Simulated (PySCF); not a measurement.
# Heteronuclear NMR

Molfile (atoms numbered from 1):
```
C8H11OP
     RDKit          3D

 21 21  0  0  0  0  0  0  0  0999 V2000
   -2.5447   -2.2118   -0.2004 C   0  0  0  0  0  0  0  0  0  0  0  0
   -2.2589   -0.9137   -0.2015 C   0  0  0  0  0  0  0  0  0  0  0  0
   -0.9428   -0.3308   -0.0266 C   0  0  0  0  0  0  0  0  0  0  0  0
    0.2525   -1.1167    0.1773 C   0  0  0  0  0  0  0  0  0  0  0  0
    1.3846   -0.3899    0.2942 C   0  0  0  0  0  0  0  0  0  0  0  0
    2.6052   -0.9331    0.5089 O   0  0  0  0  0  0  0  0  0  0  0  0
    3.6831   -0.0342    0.5020 C   0  0  0  0  0  0  0  0  0  0  0  0
    1.0159    1.4002    0.3084 P   0  0  0  0  0  0  0  0  0  0  0  0
   -0.7125    1.0148   -0.0714 C   0  0  0  0  0  0  0  0  0  0  0  0
   -1.7231    2.0990   -0.2749 C   0  0  0  0  0  0  0  0  0  0  0  0
   -1.7951   -2.9722   -0.0672 H   0  0  0  0  0  0  0  0  0  0  0  0
   -3.5545   -2.5607   -0.3352 H   0  0  0  0  0  0  0  0  0  0  0  0
   -3.0615   -0.2012   -0.3394 H   0  0  0  0  0  0  0  0  0  0  0  0
    0.2463   -2.1914    0.2041 H   0  0  0  0  0  0  0  0  0  0  0  0
    3.5427    0.7544    1.2525 H   0  0  0  0  0  0  0  0  0  0  0  0
    3.8043    0.4343   -0.4825 H   0  0  0  0  0  0  0  0  0  0  0  0
    4.5734   -0.6125    0.7430 H   0  0  0  0  0  0  0  0  0  0  0  0
    1.4209    1.6428   -1.0103 H   0  0  0  0  0  0  0  0  0  0  0  0
   -2.4401    2.1282    0.5468 H   0  0  0  0  0  0  0  0  0  0  0  0
   -2.2767    1.9443   -1.2011 H   0  0  0  0  0  0  0  0  0  0  0  0
   -1.2280    3.0669   -0.3273 H   0  0  0  0  0  0  0  0  0  0  0  0
  1  2  2  0
  2  3  1  0
  3  4  1  0
  4  5  2  0
  5  6  1  0
  6  7  1  0
  5  8  1  0
  8  9  1  0
  9 10  1  0
  9  3  2  0
  1 11  1  0
  1 12  1  0
  2 13  1  0
  4 14  1  0
  7 15  1  0
  7 16  1  0
  7 17  1  0
  8 18  1  0
 10 19  1  0
 10 20  1  0
 10 21  1  0
M  END
```

PySCF calculation with structure optimised with GFN2-xTB and shielding tensors at PBE0/pcSseg-1 (GIAO); relativity neglected, in vacuum, one averaged value for each set of equivalent atoms, single conformer.

(1) Where does 31P resonate?

(2) Predict the 17O NMR data.

## Answers

(1) 
```json
{"atoms": "P8", "environment": "ring phosphorus", "σ (ppm)": "404.2", "δ (ppm)": "-64.7"}
```

Shieldings were converted by a linear fit to measured shifts: 31P: δ = 270.09 − 0.828σ (rms 18.1 ppm, 64 shifts vs H3PO4, solution or neat liquid). A few per cent of atoms miss by over 2 rms, more outside the fitted compound classes.

On a 500 MHz spectrometer 31P resonates near 202.4 MHz, so 1 ppm is 202.4 Hz.

(2) 
| atoms | environment | σ (ppm) | δ (ppm) |
| --- | --- | --- | --- |
| O6 | ether oxygen | 221.3 | 65.1 |

Shieldings were converted by a linear fit to measured shifts: 17O (scatter 10.7 ppm rms, 12.2 ppm with the 3 outliers that the fit left out vs liquid water, solution or neat liquid). A few per cent of atoms miss by over 2 rms, more outside the fitted compound classes.

On a 500 MHz spectrometer 17O resonates near 67.8 MHz, so 1 ppm is 67.8 Hz.
